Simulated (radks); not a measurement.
The germanium ion Ge6+, configuration [Ar] 3d8. All-electron calculation, Dirac Kohn-Sham, relativistic LDA (MacDonald-Vosko exchange, VWN5 correlation), spin-unpolarised, spherical densities, finite nucleus; open shells fill j = l - 1/2 first; Fermi nuclear charge, rms radius 4.0742 fm. Program: a radial shooting solver on a logarithmic mesh with Libxc functionals.

Radial electron density D(r) = 4 pi r^2 rho(r):

r (bohr),D(r) (e/bohr)
0.005656,6.976
0.006326,8.310
0.007132,9.969
0.007978,11.74
0.008995,13.90
0.01006,16.15
0.01134,18.80
0.01269,21.47
0.01431,24.47
0.016,27.34
0.01804,30.37
0.02034,33.21
0.02275,35.55
0.02565,37.54
0.02869,38.80
0.03235,39.37
0.03618,39.15
0.0408,38.16
0.04563,36.69
0.05145,34.85
0.05755,33.26
0.06489,32.13
0.07258,31.99
0.08183,33.09
0.09153,35.25
0.1032,38.46
0.1154,41.66
0.1301,44.45
0.1456,45.65
0.1641,44.80
0.1836,41.89
0.207,37.00
0.2334,31.35
0.261,26.64
0.2943,23.33
0.3292,22.38
0.3712,23.40
0.4151,25.35
0.4681,27.19
0.5236,27.61
0.5903,26.09
0.6603,22.94
0.7444,18.37
0.8327,13.78
0.9388,9.279
1.05,5.902
1.184,3.313
1.324,1.766
1.493,0.8118
1.67,0.3537
1.883,0.1281
2.106,0.04346
2.375,0.01158

D(r) has 3 maxima, at r = 0.0331, 0.148, 0.511 bohr, and minima at 0.0697, 0.327 bohr, inside which lie 2.10, 10.94 electrons.
